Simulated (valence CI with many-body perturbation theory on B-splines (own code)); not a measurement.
# Run record, In43+

Computed by relativistic CI+MBPT: four valence electrons over a frozen Dirac-Fock core [He], a basis of 6 s, 6 p, 5 d, 3 f, 1 g functions for each j, with the one-electron correlation potential Σ1 (screened to all orders), the two-electron term Σ2, the three-electron term Σ3, Breit, model QED; selected single and double excitations, second order for the rest, scaled by the run's own slope (own B-spline code, finite nucleus).

Command, and the settings that its task file holds:

```sh
python run_cv.py task.json out
```

```
atom In  Z=49  mass_number=115  rms_radius_fm=4.6156
core [He]
valence 2s2 2p2
avg = 1
basis = S
breit = 1
cap = 10000
capref = 1200
cscale = 1
de = 0.0
dress = 0
eps = 2e-08
extrap = 1
h = 0.27
hh = 1
l2 = 3
lcore = 6
maxit = 60
n2 = 5
natural = 1
nlev = 21
nno = [3, 3, 3, 2, 1]
nroot = 26
ns = 1
nsp = [3, 3, 2, 1, 0]
pt2 = 1
qed = 1
rpa = 1
s1 = 1
s2 = 1
s3 = 1
screen = 1
tol = 2e-05
whole = 1
```

It took 9.6 s on 1 thread of AMD EPYC 7R43 64-Core Processor (Zen 3), on a shared host.

Log. The first blocks belong to the next ion, which gives the ionisation energy. Fields: 2J, parity (1 odd), roots, reference size, generating configurations, candidates as configurations/state functions, variational space P, stored matrix elements, Davidson steps; e2 is the range of second-order energies in hartree. The first line gives the box (bohr), its intervals, the orbitals and the steps of their self-consistent field. Window is the range of levels sought, series limit the energy at which the first omitted orbital would enter, core excitation an estimate of the first excitation out of the core, left out the lowest levels not solved, and shifts from estimates the range by which levels moved from their first estimate, all in cm⁻¹.

```
rmax 1.3 intervals 54 orbitals 36 references ['2s2 2p2', '2s 2p3', '2p4'] scf 2 t 0.4
2J=1 par=1 roots 2 ref 40 generators 2 cand 653/925 P 530/792 nnz 0 it 0
2J=1 par=1 roots 2 ref 40 generators 2 cand 155/173 P 561/835 nnz 0 it 0
   second order: generators 5 cand 695/932 e2 -0.00001 -0.00000
reference levels 448, estimated 304, window 32646707 1/cm; series limit 44064299, core excitation 197090104
2J=0 par=0 roots 7 ref 28 generators 14 cand 2692/4512 P 2349/3537 nnz 9.2e+05 it 4
2J=0 par=0 roots 7 ref 28 generators 14 cand 2016/3502 P 2937/4508 nnz 1.4e+06 it 5
   second order: generators 23 cand 2702/4368 e2 -0.00002 -0.00000
2J=2 par=0 roots 6 ref 58 generators 15 cand 3426/11952 P 1449/4290 nnz 1.7e+06 it 5
2J=2 par=0 roots 6 ref 58 generators 18 cand 3618/13909 P 3013/9697 nnz 7e+06 it 5
   second order: generators 20 cand 2550/10028 e2 -0.00003 -0.00000
2J=4 par=0 roots 6 ref 64 generators 15 cand 4123/18716 P 1449/4784 nnz 2.3e+06 it 5
2J=4 par=0 roots 6 ref 64 generators 17 cand 3924/19512 P 2741/9998 nnz 8e+06 it 6
   second order: generators 20 cand 3175/16956 e2 -0.00009 -0.00000
2J=4 par=1 roots 7 ref 67 generators 14 cand 4393/20933 P 1337/4592 nnz 2.2e+06 it 4
2J=4 par=1 roots 7 ref 67 generators 16 cand 4013/19622 P 2613/9994 nnz 8.2e+06 it 6
   second order: generators 22 cand 4699/26049 e2 -0.00013 -0.00000
2J=2 par=1 roots 8 ref 62 generators 15 cand 3423/11973 P 1569/4489 nnz 1.9e+06 it 5
2J=2 par=1 roots 8 ref 62 generators 18 cand 3365/12952 P 3110/9963 nnz 7.2e+06 it 7
   second order: generators 26 cand 3401/13729 e2 -0.00002 -0.00000
2J=6 par=1 roots 3 ref 47 generators 10 cand 3792/19468 P 1108/3556 nnz 1.4e+06 it 4
2J=6 par=1 roots 3 ref 47 generators 11 cand 3484/18453 P 2510/9999 nnz 8.7e+06 it 5
   second order: generators 17 cand 3372/19833 e2 -0.00012 -0.00001
2J=0 par=1 roots 4 ref 24 generators 10 cand 2191/3413 P 2280/3533 nnz 9.3e+05 it 4
2J=0 par=1 roots 4 ref 24 generators 10 cand 1514/2404 P 2790/4346 nnz 1.3e+06 it 4
   second order: generators 14 cand 2092/3820 e2 -0.00001 -0.00000
2J=6 par=0 roots 1 ref 41 generators 5 cand 3005/15510 P 1055/3536 nnz 1.4e+06 it 5
2J=6 par=0 roots 1 ref 41 generators 8 cand 3496/18447 P 2127/8727 nnz 7e+06 it 5
   second order: generators 9 cand 3063/15906 e2 -0.00004 -0.00004
left out: unestimated 47306721, estimated 34816817, shifts from estimates 0 to 99
operators 0.2
```

The Davidson iterations converged.

The last digits are not significant, and no measured levels were compared; by estimate large intervals hold to a few tenths of a per cent, small ones and those within an open d or f shell to about a per cent.

* Valence energy: -1115.856 hartree
* Ionisation energy: 7208.5 eV (NIST: 7196 ± 8 eV (semi-empirical))
* Reference configurations for the orbitals: 2s2 2p2, 2s 2p3, 2p4
* Radial orbitals: 36
* Box radius: 1.327 bohr
* Largest variational space: 9999
* Lowest levels: (2s^2 2p1/2^2) J=0 0.00, (2s^2 2p1/2 2p3/2) J=1 212.73, (2s^2 2p1/2 2p3/2) J=2 227.18, (2s 2p1/2^2 2p3/2) J=2 373.40, (2s 2p1/2^2 2p3/2) J=1 428.62, (2s^2 2p3/2^2) J=2 450.64, (2s^2 2p3/2^2) J=0 486.20, (2s 2p1/2 2p3/2^2) J=2 [a] 574.98, (2s 2p1/2 2p3/2^2) J=3 606.14, (2s 2p1/2 2p3/2^2) J=0 638.31, (2s 2p1/2 2p3/2^2) J=1 [a] 650.91, (2s 2p1/2 2p3/2^2) J=2 [b] 661.02, (2s 2p1/2 2p3/2^2) J=1 [b] 665.19, (2p1/2^2 2p3/2^2) J=2 836.65 eV

Levels are named by their leading jj configuration (3d3/2^4 stands for four electrons in 3d with j = 3/2), which in mixed levels can hold well under half, so a name can repeat and another be missing. Letters in brackets count levels of one name in rising energy.
